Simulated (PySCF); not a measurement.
## Atomic charges by several schemes

Species: Ge(SH)H3.
Z-matrix (Å and degrees, PBE0-D3(BJ)/def2-SVP geometry), rows numbered from 1:
```
Ge
S   1  2.2301
H   2  1.3510  1   94.53
H   1  1.5347  2  104.78  3   179.06
H   1  1.5390  2  110.67  3    60.03
H   1  1.5391  2  110.78  3   -61.89
```

Density: PBE0/pcSseg-1 (pcSseg-2 on Ge) (PySCF); schemes: Mulliken, IAO, Hirshfeld and ESP-fitted. Isolated species at its PBE0-D3(BJ)/def2-SVP geometry, gas phase. The calculation is non-relativistic, for germanium too.

Q: At which atom do the 4 schemes differ most?

A: At Ge1: from +0.047 (Mulliken) to +0.444 e (IAO), 0.397 e apart.

Q: For which atoms does the sign change between the 4 schemes (beyond +0.03 e in one, beyond −0.03 e in another)?

A: For none.

Q: What partial charge does each atom carry?

A: In e:

| atom | environment | Mulliken | IAO | Hirshfeld | ESP-fitted |
| --- | --- | --- | --- | --- | --- |
| Ge1 | germanium bonded to S and 3 H | +0.047 | +0.444 | +0.289 | +0.147 |
| S2 | sulfur bonded to Ge and H | -0.194 | -0.302 | -0.151 | -0.331 |
| H3 | hydrogen on S2 | +0.147 | +0.102 | +0.056 | +0.206 |
| H4 | hydrogen on Ge1 | +0.010 | -0.071 | -0.060 | +0.029 |
| H5 | hydrogen on Ge1 | -0.005 | -0.086 | -0.067 | -0.026 |
| H6 | hydrogen on Ge1 | -0.005 | -0.086 | -0.067 | -0.024 |

Mean size of the charges over all atoms: IAO 0.182 e, ESP-fitted 0.127 e, Hirshfeld 0.115 e, Mulliken 0.068 e. Each set sums to the total charge, 0, to within 0.001 e. The Mulliken scheme gives each basis function's population to the atom it is centred on and halves the overlap population of two atoms between them. The ESP scheme is a least-squares fit of atom-centred charges to the potential on four shells outside the van der Waals surface, with the total charge fixed.

Q: Sum the charges by element, for elements with more than one atom.

A: 
```json
{"element": "H", "atoms": "4", "Mulliken": "+0.147", "IAO": "-0.142", "Hirshfeld": "-0.139", "ESP-fitted": "+0.184"}
```

Q: How many electrons does the ESP-fitted scheme count on S2?

A: Z − q = 16 − (-0.331) ≈ 16.330.
